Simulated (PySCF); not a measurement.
Compound: selenious acid, H2O3Se.
SMILES with atom numbers: `[O:1]=[Se:2]([OH:3])[OH:4]` (hydrogens: H5 on O3; H6 on O4)

Geometry (PBE0-D3(BJ)/def2-SVP, Å), atoms numbered from 1 in this order:
```xyz
6
H2O3Se angstrom
O      0.1937    1.5279    0.4530
Se    -0.0358    0.5133   -0.7754
O      1.2473   -0.7000   -0.5386
O     -1.4379   -0.4528   -0.2577
H      1.5763   -0.5775    0.3685
H     -1.5191   -0.3402    0.7046
```

Level of theory: PySCF 2.14.0, density-fitted response routines, TDDFT PBE0/def2-SVPD, vertical, gas phase, core orbitals frozen in the response. Relativistic effects, spin–orbit coupling among them, are left out although an element past zinc is present.

Computed states:

```
state  E (eV)       f
   S1    6.05   0.028
   S2    6.37  0.0042
   S3    6.63  0.0000
   S4    7.10   0.045
   S5    7.39   0.029
   S6    7.53   0.098
   S7    7.63  0.0002
   S8    7.78   0.025
   S9    7.90   0.025
  S10    8.13   0.036
```

Each state is given a Gaussian of 0.4 eV full width at half maximum, with ε(max) = 2.175×10⁸ f / Δν̃ (Δν̃ the width in cm⁻¹). The width is an assumption, not a result. The curve ends short of the highest state used, and states not computed would add to its high-energy end.

Question: Give the broadened spectrum and its maxima.

Answer: 
```tsv
λ (nm)	ε (L mol⁻¹ cm⁻¹)
164.7	8848
166.2	8540
167.6	7649
169.1	6443
170.6	5375
172.0	4659
173.5	4119
174.9	3661
176.4	3086
177.9	2410
179.3	1762
180.8	1149
182.2	711
183.7	401
185.2	231
186.6	167
188.1	167
189.5	209
191.0	287
192.5	394
193.9	523
195.4	700
196.8	905
198.3	1160
199.8	1431
201.2	1666
202.7	1858
204.1	1948
205.6	1931
207.1	1800
208.5	1595
210.0	1324
211.4	1056
212.9	786
214.4	554
215.8	382
217.3	244
218.7	154
220.2	90
221.7	51
223.1	28
224.6	15
226.0	8
227.5	4
```

Maxima: 205 nm (6.06 eV), ε about 2000, made up of S1 (97%); 165 nm (7.52 eV), ε about 8900, made up of S5 (16%) and S6 (75%) (ε in L mol⁻¹ cm⁻¹; maxima over ε = 5, shares over 10%).

Question: What would ε be at 7.52 eV, the highest of these maxima, with half the width (0.2 eV)?

Answer: About 14400 L mol⁻¹ cm⁻¹ against 8850, a factor of about 1.6; a lone state at its own centre would give exactly 2.

Question: Coming from long wavelengths, where does ε first pass 100 L mol⁻¹ cm⁻¹?

Answer: At about 220 nm (5.64 eV), 0.41 eV below S1.

Question: Does any computed singlet lie in the visible range?

Answer: No computed singlet lies in the visible range (380 to 750 nm); the lowest, at 205 nm, stands 2.79 eV above its violet end (3.26 eV).

All these states lie below the vertical ionisation energy of 10.92 eV (ΔSCF).

One conformer stands for the species.
